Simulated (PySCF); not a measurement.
# Dipole response of Ni⁺ (nickel, charge +1)

[Ar] 3d9, 2D determinant. Calculation: PySCF 2.14, in aug-cc-pwCVTZ (10s9p7d4f3g, 127 functions); no relativity, point nucleus. Coupled (time-dependent) response in atomic units; α is the mean over directions.

```tsv
method	mean α (bohr³)	α xx, yy, zz	C₆ (like pair)	S(−4)
PBE0	7.122	6.703, 6.703, 7.961	22.65	54.26
```

S(−4) is the Cauchy moment in α(ω) = α(0) + S(−4) ω² + …

α(iu) at PBE0:

```tsv
u (hartree)	α(iu) (bohr³)
0	7.122
0.0500	6.991
0.100	6.639
0.200	5.657
0.300	4.753
0.500	3.578
0.750	2.789
1.00	2.296
1.50	1.653
2.00	1.242
3.00	0.7729
5.00	0.3875
```

For an ion, C₆ is the dispersion term alone; charge-induced terms of lower order in 1/R come first.

The components differ because the open shell of this determinant is not spherical; for a pure term their mean is the scalar polarisability.
